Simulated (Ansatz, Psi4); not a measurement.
The Ansatz (an electronic-structure program) input:
Ansatz 0.2 input:
```yaml
crystal:
  periodic: [false, false, false]
  atoms:
    - {symbol: C, position_ang: [-1.42721550, -0.34477446, -0.06284575]}
    - {symbol: O, position_ang: [-0.10832509, -0.80332889, 0.05979256]}
    - {symbol: C, position_ang: [0.88366296, 0.03530489, -0.04001311]}
    - {symbol: O, position_ang: [0.96130834, 1.20784457, 0.09580546]}
    - {symbol: H, position_ang: [-1.80525534, -0.41698392, -1.09967017]}
    - {symbol: H, position_ang: [-2.03450360, -1.08161068, 0.49162085]}
    - {symbol: H, position_ang: [-1.53507051, 0.69186288, 0.28101196]}
    - {symbol: H, position_ang: [1.81227857, -0.57257630, -0.30059372]}
basis:
  gaussian:
    orbitals: STO-3G
hamiltonian:
  xc: {name: BHLYP}
total_charge: 1
magnetization: {spin_polarized: true, initial_magnetization: 1}
accuracy: high
```

Q: Convert this to an input for Psi4.

A: This is not unique; one that fits is 
```
memory 2 GB

molecule mol {
1 2
C    -1.427215   -0.344774   -0.062846
O    -0.108325   -0.803329    0.059793
C     0.883663    0.035305   -0.040013
O     0.961308    1.207845    0.095805
H    -1.805255   -0.416984   -1.099670
H    -2.034504   -1.081611    0.491621
H    -1.535071    0.691863    0.281012
H     1.812279   -0.572576   -0.300594
}

set {
  basis sto-3g
  reference uks
  scf_type pk
  puream true
  d_convergence 1e-8
  dft_radial_points 99
  dft_spherical_points 590
}

energy('bhhlyp')
print_variables()
```

Both were run: Ansatz gave -225.573667 Eh and Psi4 -225.573667 Eh, 0.000 mEh apart.
